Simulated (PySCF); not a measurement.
FH₃SiZn. Atoms are numbered in the order given.

```xyz
6

Zn     0.0000     0.0000    -0.4537
F      0.0000     0.0000    -2.2258
Si     0.0000     0.0000     1.8882
H      1.2040     0.6951     2.4026
H      0.0000    -1.3902     2.4026
H     -1.2040     0.6951     2.4026
```

Geometry: B3LYP-D3(BJ)/def2-TZVP.

The numbers are results of TDA-PBE0/def2-SVPD (PySCF), not measurements.

Vertical excitations; the highest root listed may be one member of a degenerate set. Gas-phase values at a fixed geometry. State labels are in the subgroup Cs.

Computed lowest excited states:
```json
[
 {"state": "S1", "symmetry": "A\"", "energy (eV)": "6.58", "λ (nm)": "189", "f": "0.116", "main pairs": "HOMO→LUMO+1 (degenerate set)"},
 {"state": "S2", "symmetry": "A'", "energy (eV)": "6.58", "λ (nm)": "189", "f": "0.116", "main pairs": "HOMO→LUMO (degenerate set)"},
 {"state": "S3", "symmetry": "A'", "energy (eV)": "6.92", "λ (nm)": "179", "f": "0.455", "main pairs": "HOMO→LUMO+2 88 %"},
 {"state": "S4", "symmetry": "A\"", "energy (eV)": "7.55", "λ (nm)": "164", "f": "0.000", "main pairs": "HOMO−2→LUMO 49 %, HOMO−1→LUMO+1 49 %"},
 {"state": "S5", "symmetry": "A\"", "energy (eV)": "7.56", "λ (nm)": "164", "f": "0.019", "main pairs": "HOMO−2→LUMO+2 (degenerate set)"},
 {"state": "S6", "symmetry": "A'", "energy (eV)": "7.56", "λ (nm)": "164", "f": "0.019", "main pairs": "HOMO−1→LUMO+2 (degenerate set)"},
 {"state": "S7", "symmetry": "A'", "energy (eV)": "7.59", "λ (nm)": "163", "f": "0.001", "main pairs": "HOMO−1→LUMO, HOMO−2→LUMO+1 (degenerate set)"},
 {"state": "S8", "symmetry": "A\"", "energy (eV)": "7.59", "λ (nm)": "163", "f": "0.001", "main pairs": "HOMO−1→LUMO+1, HOMO−2→LUMO (degenerate set)"},
 {"state": "S9", "symmetry": "A\"", "energy (eV)": "7.91", "λ (nm)": "157", "f": "0.000", "main pairs": "HOMO−3→LUMO+1 49 %, HOMO−4→LUMO 49 %"},
 {"state": "S10", "symmetry": "A'", "energy (eV)": "7.96", "λ (nm)": "156", "f": "0.050", "main pairs": "HOMO→LUMO+3 40 %, HOMO−1→LUMO 23 %, HOMO−2→LUMO+1 23 %, HOMO−5→LUMO+2 10 %"},
 {"state": "T1", "symmetry": "A\"", "energy (eV)": "5.39", "λ (nm)": "230", "f": "0", "main pairs": "HOMO→LUMO+1 (degenerate set)"},
 {"state": "T2", "symmetry": "A'", "energy (eV)": "5.39", "λ (nm)": "230", "f": "0", "main pairs": "HOMO→LUMO (degenerate set)"},
 {"state": "T3", "symmetry": "A'", "energy (eV)": "5.69", "λ (nm)": "218", "f": "0", "main pairs": "HOMO→LUMO+2 97 %"},
 {"state": "T4", "symmetry": "A\"", "energy (eV)": "7.21", "λ (nm)": "172", "f": "0", "main pairs": "HOMO−2→LUMO+2 90 %"}
]
```
Triplets are in the Tamm–Dancoff approximation.
